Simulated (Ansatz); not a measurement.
```xyz
7

C     0.4933    0.5857    1.9532
C     0.2088    0.2470    0.8232
Ti   -0.2640   -0.3130   -1.0451
F    -1.5449   -1.4862   -0.9630
F     1.1466   -1.0077   -1.7875
F    -0.7842    1.0917   -1.9281
H     0.7444    0.8826    2.9473
```

The species carries charge 0 and has multiplicity 1.

(1) List the ωB97M-V/def2-TZVPP orbital energies in eV (Ansatz). (Best estimate.)

Answers

(1) Computed: Occupied: -4882.73, -678.21, -678.21, -678.21, -551.48, -459.98, -459.98, -459.97, -282.35, -281.58, -71.91, -47.55, -47.55, -47.12, -35.81, -35.44, -35.44, -24.09, -18.20, -16.51, -16.51, -16.18, -15.96, -15.96, -15.52, -15.15, -15.15, -14.86, -13.91, -11.15, -11.15. Lowest empty: -1.02, -1.02, 0.21, 0.44, 0.45, 0.99, 2.86, 2.87.
